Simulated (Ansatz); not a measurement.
Input for Ansatz (a program for electronic structure): R-PBE/def2-TZVPP on H2OZn (SMILES [OH][ZnH]), atoms moved off the minimum.

Ansatz 0.2 input:
```yaml
crystal:
  periodic: [false, false, false]
  atoms:
    - {symbol: Zn, position_ang: [-0.35962902, -0.09473132, -0.02363887]}
    - {symbol: H, position_ang: [-1.82309055, -0.74647963, -0.18143743]}
    - {symbol: O, position_ang: [1.32037266, 0.29536081, 0.13696174]}
    - {symbol: H, position_ang: [1.49095399, 1.34893684, 0.34484655]}
basis:
  gaussian:
    orbitals: def2-TZVPP
hamiltonian:
  xc: {name: PBE}
scf: {lower_state_search: off}
output: {forces: true}
```

The head of its log:

```
WARN ansatz: RAYON_NUM_THREADS=1 ignored (pool sized by the plan → 1); use --threads N
Functional definition: PBE
these checks for a lower state are left out or cut short: stability, starts, cluster_reference, orbital_swaps, neighbouring_geometries, increment
integrals: 0.04 GiB planned
768 factors; their error is unknown
mean field: 0.31 GiB planned
mean field evaluation 1: about -50480.5152 eV, gradient 8.7e1 eV
mean field evaluation 2: about -50351.4357 eV, gradient 2.4e2 eV
```

Predict the final total energy.

-1855.5012 hartree.
